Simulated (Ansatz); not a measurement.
A run for Ansatz (a first-principles code): R-CCSD(T)/def2-SVP on CH3F2In (SMILES [CH3][In]([F])[F]), a point of a torsion scan. Elements past Kr take the def2 small-core potentials; no spin–orbit coupling. The run froze 12 orbitals, filled d shells among them.

Ansatz 0.2 input:
```yaml
crystal:
  periodic: [false, false, false]
  atoms:
    - {symbol: C, position_ang: [-1.13876031, -0.09613250, -0.00182850]}
    - {symbol: In, position_ang: [1.07697939, 0.00633915, -0.13063858]}
    - {symbol: F, position_ang: [2.24192321, 0.63520413, 1.33000956]}
    - {symbol: F, position_ang: [2.16743480, -0.50647219, -1.69104383]}
    - {symbol: H, position_ang: [-1.39710729, 0.25856133, 0.98775416]}
    - {symbol: H, position_ang: [-1.41397730, -1.13231948, -0.15616880]}
    - {symbol: H, position_ang: [-1.52800795, 0.54174777, -0.78594716]}
basis:
  gaussian:
    orbitals: def2-SVP
magnetization: {spin_polarized: false}
correlation: {method: ccsd_t, electrons: outside_noble_gas}
scf: {lower_state_search: off}
```

The head of its log:

```
WARN ansatz: RAYON_NUM_THREADS=1 ignored (pool sized by the plan → 1); use --threads N
Functional definition: HF
these checks for a lower state are left out or cut short: stability, starts, cluster_reference, orbital_swaps, neighbouring_geometries, increment
integrals: 0.08 GiB planned
897 factors; integrals over basis functions are off by at most 1.0e-3 eV
mean field: 0.22 GiB planned
mean field evaluation 1: about -11630.2062 eV, gradient 4.5e1 eV
mean field evaluation 2: about -11630.2877 eV, gradient 4.5e1 eV
mean field evaluation 4: about -11634.2615 eV, gradient 2.3e0 eV
mean field evaluation 8: about -11634.3049 eV, gradient 2.0e-1 eV
mean field -11634.30511846 eV, -427.5528270883 hartree, gradient 1.5e-6 eV, S^2 0.000000; 0 other end points of the search recorded, 0 dependent functions left out
12 core orbitals not correlated, not the lowest: weight in the atoms' cores, before any rotation towards them, 0.944 or more for the frozen orbitals, at most 0.041 for the correlated occupied ones
reference -11634.30511846 eV, -427.5528270883 hartree; 12, 12 occupied and 59, 59 virtual orbitals, 897 factors
```

Problem. What total energy does the run end on?

Solution. -428.1685 hartree (reference determinant -427.5528, T1 diagnostic 0.016).
